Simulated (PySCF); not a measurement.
**How methods differ on the excitation energy of Zn²⁺**

Zn²⁺ [Ar] 3d10 (1S) → Zn²⁺ [Ar] 3d9 4p1 (high-spin determinant), as a difference of total energies. Calculation: PySCF 2.14, in dyall-av2z; the non-relativistic Hamiltonian (point nucleus). Correlated levels: valence: [Ar] frozen; virtual orbitals above 40 to 60 times the deepest correlated orbital energy dropped. The calculations carry no spin-orbit coupling.

```
           method  excitation energy (eV)
              UHF                  15.883
    MP2 (valence)                  18.144
SCS-MP2 (valence)                  17.920
   CCSD (valence)                  17.540
CCSD(T) (valence)                  17.609
```

How much does correlation contribute at CCSD(T) (valence)?

17.609 − (15.883) = 1.726 eV, measured against UHF.

A first-order spin-orbit estimate (lowest level to lowest level, LS coupling) adds -0.091 eV.

The determinant of the upper state mixes LS terms, which raises its energy above the lowest term, most at the Hartree-Fock and MP2 levels.
